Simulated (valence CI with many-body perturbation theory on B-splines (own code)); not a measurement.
## Energy levels of Yb⁵⁶⁺

Calculated by configuration interaction combined with many-body perturbation theory (CI+MBPT): four valence electrons over a frozen Dirac-Fock core [Ne], radial functions for each j: 11 s, 11 p, 10 d, 8 f, 5 g, 2 h, with the one-electron correlation potential Σ1 (screened to all orders), the two-electron term Σ2, the three-electron term Σ3, Breit, model QED; selected single and double excitations, second order for the rest, scaled by the run's own slope (own B-spline code, finite nucleus).

The last digits are not significant, and no measured levels were compared; by estimate large intervals hold to a few tenths of a per cent, small ones and those within an open d or f shell to about a per cent. Among the levels kept, up to 550 cm⁻¹ of a level comes from second order outside the variational space, and about a tenth of that is noise between levels of different J, which matters for small intervals.

Levels 46 to 90 of 164, with energies above the lowest level, (3s^2 3p1/2^2) J=0. "Leading %" is the weight of the configuration and term that name the level; weights of strongly mixed levels are sums over their largest components and can fall short. In the jj column 3d3/2^4 stands for four electrons in 3d with j = 3/2. Lifetimes count E1, E2, E3, M1 and M2 decay at the calculated energies, and are blank where another channel may lead or the interval is too uncertain; long ones can be off by a factor of two.

```tsv
No.	Configuration	Term	J	E (× 10³ cm⁻¹)	Leading %	Lifetime	Second component	Leading jj
46	3s.3p2.3d	3P	0	7681.1	59	428 fs	17 % 3s2.3d2 3P	3s 3p1/2 3p3/2 3d3/2 (60 %)
47	3s.3p2.3d	3P	2	7706.6	34	2.02 ps	17 % 3s.3p2.3d 3D	3s 3p1/2 3p3/2 3d5/2 (92 %)
48	3s.3p2.3d	3G	5	7716.1	57	55.3 ps	42 % 3s.3p2.3d 5F	3s 3p1/2 3p3/2 3d5/2 (99 %)
49	3s.3p2.3d	3F	3	7783.2	45	2.73 ps	17 % 3s.3p2.3d 5P	3s 3p1/2 3p3/2 3d5/2 (92 %)
50	3s.3p2.3d	3D	3	7861.2	62	2.02 ps	12 % 3s.3p2.3d 3F	3s 3p1/2 3p3/2 3d5/2 (94 %)
51	3s.3p2.3d	3P	1	7864.4	43	1.50 ps	25 % 3s.3p2.3d 3D	3s 3p1/2 3p3/2 3d5/2 (82 %)
52	3s.3p2.3d	3F	4	7883.8	39	4.23 ps	37 % 3s.3p2.3d 1G	3s 3p1/2 3p3/2 3d5/2 (90 %)
53	3s.3p2.3d	1D	2	7897.6	29	1.57 ps	13 % 3s.3p2.3d 3P	3s 3p1/2 3p3/2 3d5/2 (84 %)
54	3s.3p3	3P°	2	7937.0	50	703 fs	16 % 3s.3p3 3D°	3s 3p3/2^3 (96 %)
55	3s.3p2.3d	3D	3	7973.4	37	821 fs	24 % 3s.3p2.3d 3F	3s 3p1/2 3p3/2 3d5/2 (91 %)
56	3s.3p2.3d	3F	4	7994.0	46	1.16 ps	34 % 3s.3p2.3d 3G	3s 3p1/2 3p3/2 3d5/2 (90 %)
57	3s.3p2.3d	3D	1	8014.4	41	1.63 ps	25 % 3s.3p2.3d 1P	3s 3p1/2 3p3/2 3d5/2 (91 %)
58	3s2.3d2	3F	2	8043.5	53	233 fs	12 % 3s.3p2.3d 3D	3s^2 3d3/2^2 (64 %)
59	3s.3p2.3d	3P	1	8105.4	31	1.44 ps	28 % 3s.3p2.3d 3S	3s 3p1/2 3p3/2 3d5/2 (90 %)
60	3s.3p2.3d	1F	3	8117.0	38	782 fs	35 % 3s.3p2.3d 3F	3s 3p1/2 3p3/2 3d5/2 (87 %)
61	3s.3p2.3d	3D	2	8127.2	21	1.06 ps	18 % 3s.3p2.3d 1D	3s 3p1/2 3p3/2 3d5/2 (81 %)
62	3s.3p2.3d	3P	0	8130.4	46	1.09 ps	30 % 3s.3p2.3d 1S	3s 3p1/2 3p3/2 3d5/2 (78 %)
63	3s.3p2.3d	3P	2	8183.6	32	478 fs	31 % 3s.3p2.3d 3D	3s 3p1/2 3p3/2 3d5/2 (92 %)
64	3s.3p3	1P°	1	8187.9	38	313 fs	24 % 3s.3p3 3S°	3s 3p3/2^3 (97 %)
65	3s2.3d2	3P	0	8226.6	53	201 fs	15 % 3s2.3d2 1S	3s^2 3d3/2^2 (66 %)
66	3s2.3d2	3F	3	8460.7	80	387 fs	5 % 3s.3p2.3d 3F	3s^2 3d3/2 3d5/2 (80 %)
67	3s2.3d2	1G	4	8538.5	57	510 fs	30 % 3s2.3d2 3F	3s^2 3d3/2 3d5/2 (85 %)
68	3s2.3d2	3P	2	8544.9	41	357 fs	24 % 3s2.3d2 1D	3s^2 3d3/2 3d5/2 (80 %)
69	3s2.3d2	3P	1	8573.6	82	365 fs		3s^2 3d3/2 3d5/2 (82 %)
70	3p3.3d	3D°	2	8608.2	17	3.23 ps	17 % 3p3.3d 3F°	3p1/2^2 3p3/2 3d3/2 (74 %)
71	3p3.3d	3P°	0	8698.0	52	1.93 ps	21 % 3p3.3d 5D°	3p1/2^2 3p3/2 3d3/2 (84 %)
72	3p3.3d	3F°	3	8733.8	25	1.27 ps	19 % 3p3.3d 3G°	3p1/2^2 3p3/2 3d3/2 (86 %)
73	3p3.3d	3D°	1	8739.2	31	1.30 ps	25 % 3p3.3d 3P°	3p1/2^2 3p3/2 3d3/2 (90 %)
74	3s.3p.3d2	5G°	2	8811.4	55	1.57 ps	26 % 3s.3p.3d2 3F°	3s 3p1/2 3d3/2^2 (82 %)
75	3s.3p.3d2	5G°	3	8930.2	31	1.48 ps	19 % 3s.3p.3d2 3F°	3s 3p1/2 3d3/2^2 (88 %)
76	3s2.3d2	3F	4	8935.9	61	2.23 ps	32 % 3s2.3d2 1G	3s^2 3d5/2^2 (90 %)
77	3s2.3d2	1D	2	9011.4	44	1.79 ps	43 % 3s2.3d2 3P	3s^2 3d5/2^2 (93 %)
78	3s.3p.3d2	5D°	0	9129.6	55	494 fs	32 % 3s.3p.3d2 3P°	3s 3p1/2 3d3/2^2 (81 %)
79	3s.3p.3d2	5F°	1	9159.5	44	380 fs	39 % 3s.3p.3d2 3D°	3s 3p1/2 3d3/2^2 (92 %)
80	3s.3p.3d2	5D°	1	9205.0	32	628 fs	26 % 3s.3p.3d2 3P°	3s 3p1/2 3d3/2^2 (90 %)
81	3p3.3d	3F°	4	9206.3	43	1.62 ps	23 % 3p3.3d 5D°	3p1/2^2 3p3/2 3d5/2 (88 %)
82	3s2.3d2	1S	0	9207.7	66	1.67 ps	24 % 3s2.3d2 3P	3s^2 3d5/2^2 (89 %)
83	3s.3p.3d2	3D°	2	9209.6	27	358 fs	25 % 3s.3p.3d2 5F°	3s 3p1/2 3d3/2^2 (82 %)
84	3p3.3d	3P°	2	9253.5	18	1.29 ps	15 % 3p3.3d 3D°	3p1/2^2 3p3/2 3d5/2 (77 %)
85	3p4	1D	2	9308.0	44	538 fs	19 % 3p4 3P	3p1/2 3p3/2^3 (63 %)
86	3s.3p.3d2	5G°	3	9312.5	13	2.60 ps	12 % 3p3.3d 3D°	3s 3p1/2 3d3/2 3d5/2 (56 %)
87	3p4	3P	1	9346.4	82	352 fs	9 % 3s.3p2.3d 1P	3p1/2 3p3/2^3 (82 %)
88	3s.3p.3d2	5P°	1	9402.9	24	2.47 ps	24 % 3s.3p.3d2 5D°	3s 3p1/2 3d3/2 3d5/2 (73 %)
89	3s.3p.3d2	5G°	4	9411.1	45	4.49 ps	16 % 3s.3p.3d2 3G°	3s 3p1/2 3d3/2 3d5/2 (95 %)
90	3s.3p.3d2	5G°	3	9416.1	16	1.35 ps	12 % 3p3.3d 3D°	3s 3p1/2 3d3/2 3d5/2 (48 %)
```
